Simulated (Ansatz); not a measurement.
AsH7N2Si (`N[AsH]N[SiH3]`), relaxed with RKS PBE0-D4/def2-TZVP in the Gaussian-basis code of Ansatz from a PBE-D4/def2-SVP geometry. The force threshold is 0.005 eV/Å; the program also tests the step.

The species carries charge 0 and has multiplicity 1.

Start:

```xyz
11

N     0.805   -1.358   -1.808
As   -0.741   -1.079   -0.797
N    -0.554    0.584    0.073
Si   -0.143    0.766    1.762
H     1.569   -1.721   -1.226
H     1.153   -0.538   -2.322
H    -1.487   -0.458   -1.998
H    -0.521    1.413   -0.531
H    -0.299   -0.597    2.381
H    -1.055    1.746    2.461
H     1.272    1.242    2.004
```

| step | energy (eV) | largest force (eV/Å) | largest move (Å) |
| --- | --- | --- | --- |
| 1 | -71801.0007 | 0.672 | 0.000 |
| 2 | -71801.0533 | 0.236 | 0.059 |
| 3 | -71801.0602 | 0.090 | 0.020 |
| 4 (rejected) | -71801.0601 | 0.078 | 0.047 |
| 5 | -71801.0612 | 0.046 | 0.017 |
| 6 (rejected) | -71801.0611 | 0.026 | 0.036 |
| 7 | -71801.0614 | 0.016 | 0.017 |
| 8 | -71801.0615 | 0.008 | 0.010 |
| 9 | -71801.0615 | 0.006 | 0.003 |
| 10 | -71801.0615 | 0.005 | 0.008 |
| 11 | -71801.0615 | 0.004 | 0.005 |
| 12 | -71801.0616 | 0.001 | 0.006 |

End:

```xyz
11

N     0.802   -1.313   -1.791
As   -0.713   -1.067   -0.773
N    -0.519    0.569    0.079
Si   -0.149    0.756    1.749
H     1.565   -1.709   -1.261
H     1.130   -0.510   -2.310
H    -1.499   -0.486   -1.945
H    -0.484    1.380   -0.520
H    -0.340   -0.578    2.375
H    -1.044    1.754    2.398
H     1.252    1.204    1.999
```

Hardware: 4 threads of an Arm Neoverse N1 on a shared host. Wall time 72 s, peak host memory 0.52 GiB.
